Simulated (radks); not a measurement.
Values are calculated unless marked as measured or tabulated.
Question: These are the eigenvalues of the occupied orbitals of an atom or ion with whole-number occupations (eV). Code: a radial shooting solver on a logarithmic mesh with Libxc functionals. Model: non-relativistic Kohn-Sham, r2SCAN, spin-polarised, spherical densities, point nucleus; meta-GGA in the generalised Kohn-Sham scheme.

orbital  eigenvalue
1s        -56829.22
2s        -9237.525
2p        -8824.936
3s        -2070.766
3p        -1882.503
3d        -1532.581
4s        -398.7181
4p        -321.4543
4d        -182.3384
5s         -47.3154
5p         -27.1400
4f          -7.6566
6s          -3.6768

Which element is it, and in what charge state? The configuration may be excited. Open shells, if any, are filled with parallel spins first.

Answer: Z = 70, ytterbium, charge 0: Yb in [Xe] 4f14 6s2. The list shows which subshells hold electrons but not how many an open one holds; the 1s level, -2088.4 hartree, gives Z - s = 64.6 by -(Z - s)^2/2, which with screening narrows Z to a few neighbours, and the depths of the outer levels then fix element, charge and occupations together.
